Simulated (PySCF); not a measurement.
Two species compared at the same levels of theory.

First species: C6H4S.
Bonds: C1–C2 (double), C2–C3, C3–C4 (triple), C4–C5, C5–C6 (double), C6–S7 (double). Hydrogens: H8, H9 on C1; H10 on C2; H11 on C5.

Second species: 1-methyl-1,2,3-triazole, C₃H₅N₃.
Bonds: C1–N2, N2–C3 (aromatic), C3–C4 (aromatic), C4–N5 (aromatic), N5–N6 (aromatic), N2–N6 (aromatic). Hydrogens: H7, H8, H9 on C1; H10 on C3; H11 on C4.

Levels: PBE0/def2-SVPD for dipole moment, HOMO energy, LUMO energy, HOMO–LUMO gap, static isotropic polarisability and electronic spatial extent ⟨r²⟩ about the centre of nuclear charge; TDDFT PBE0/def2-SVPD for lowest singlet excitation; TDA PBE0/def2-SVPD for lowest triplet excitation (Tamm–Dancoff); GFN2-xTB for rotational constant A and rotational constant C. Geometries: GFN2-xTB. All species are isolated and taken at one optimised geometry, non-relativistic unless stated. Electronic properties by PySCF.

Problem. Which of the two has the higher LUMO energy, and by how much?

Solution. The second: -0.10 eV against -2.58 eV, a difference of 2.48 eV.

Problem. Which has the higher HOMO energy?

Solution. The first: -6.14 eV against -7.55 eV, a difference of 1.41 eV.

Problem. Which of the two has the higher static isotropic polarisability, and by how much?

Solution. The first: 115.2 au against 54.1 au, a difference of 61.1 au.

Problem. Which has the higher HOMO–LUMO gap?

Solution. The second: 7.45 eV against 3.56 eV, a difference of 3.89 eV.

Problem. Which of the two has the higher rotational constant C, and by how much?

Solution. The second: 2.784 GHz against 0.640 GHz, a difference of 2.144 GHz.

Problem. Which has the higher ⟨r²⟩?

Solution. The first: 1620 bohr² against 462 bohr², a difference of 1158 bohr².

Problem. Which of the two has the higher rotational constant A, and by how much?

Solution. The first: 13.297 GHz against 9.708 GHz, a difference of 3.589 GHz.

Problem. Which has the higher dipole moment?

Solution. The second: 4.64 D against 0.52 D, a difference of 4.12 D.

On the first: The vertical singlet–triplet gap S1 − T1 is 0.30 eV (TDDFT singlet less Tamm–Dancoff triplet; S1: HOMO→LUMO, weight 0.96; T1: HOMO→LUMO, weight 0.94). A dipole of 0.52 D is allowed in Cs, and pure rotational transitions are dipole-allowed.

On the second: S1 lies 1.73 eV below the HOMO–LUMO gap; its leading configuration is HOMO→LUMO, weight 0.98. The 8 singlets span 5.72 to 7.84 eV, and their oscillator strengths add up to 0.18.
